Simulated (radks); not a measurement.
Results of a calculation; reference values are marked as such.
All-electron atom: Tb in [Xe] 4f(up 5, down 4) 6s2 (spins set by hand, not the high-spin state). Level of theory: scalar-relativistic Kohn-Sham, BLYP, spin-polarised, spherical densities, finite nucleus; Fermi nuclear charge, rms radius 5.06 fm (a radial shooting solver on a logarithmic mesh with Libxc functionals).

Radial electron density D(r) = 4 pi r^2 rho(r):

r (bohr),D(r) (e/bohr),spin D(r)
0.00427,36.96,0.0000211
0.004971,44.08,0.0000248
0.005787,51.79,0.0000287
0.006791,60.25,0.0000327
0.007905,68.17,0.0000361
0.009277,75.77,0.0000389
0.0108,81.62,0.0000405
0.01257,85.51,0.0000410
0.01475,87.00,0.0000404
0.01718,85.90,0.0000396
0.02016,82.75,0.0000395
0.02347,79.19,0.0000409
0.02732,76.94,0.0000431
0.03206,78.09,0.0000407
0.03732,83.75,0.0000213
0.0438,94.01,-0.0000395
0.05099,105.2,-0.000156
0.05983,113.9,-0.000325
0.06965,115.3,-0.000393
0.08109,108.9,0.0000474
0.09516,97.33,0.00216
0.1108,88.53,0.00785
0.13,87.83,0.0219
0.1513,94.92,0.0493
0.1762,102.0,0.0991
0.2068,98.91,0.187
0.2407,82.91,0.315
0.2825,60.49,0.498
0.3288,46.18,0.708
0.3859,44.57,0.935
0.4492,50.08,1.11
0.523,52.23,1.20
0.6137,45.67,1.17
0.7145,34.29,1.06
0.8384,23.28,0.876
0.9761,16.73,0.682
1.136,13.20,0.491
1.333,10.57,0.315
1.552,7.949,0.184
1.822,5.191,0.0919
2.121,3.106,0.0424
2.469,1.795,0.0184
2.897,1.110,0.00744
3.373,0.8194,0.00268
3.958,0.6333,-0.0000822
4.608,0.4634,-0.00141
5.407,0.2874,-0.00168
6.295,0.1530,-0.00129
7.329,0.06690,-0.000741
8.6,0.02212,-0.000311
10.01,0.006044,-0.000105
11.75,0.001154,-0.0000247
13.68,0.0001754,-0.00000457

D(r) has 4 maxima, at r = 0.0149, 0.0664, 0.185, 0.507 bohr, and minima at 0.0284, 0.121, 0.362 bohr, inside which lie 1.93, 11.11, 29.39 electrons.
